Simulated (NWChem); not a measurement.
System: SiH3TeBr; SMILES [SiH3][Te]Br

Results from NWChem. The geometry was optimised at PBE0/def2-SVP. Not confirmed as a minimum by frequencies. def2 effective core potentials on Te; no spin-orbit coupling. Ions are spin-unrestricted doublets at the neutral geometry; other ion states weren't tried.

For level CAM-B3LYP/def2-SVP:

vertical ionisation energy, ΔSCF (eV): 8.57
−ε(HOMO) (eV): 7.63

Task: What are these values for level PBE/def2-SVP?

Result: The vertical ionisation energy, ΔSCF (eV) is 8.27. The −ε(HOMO) (eV) comes out as 5.36.
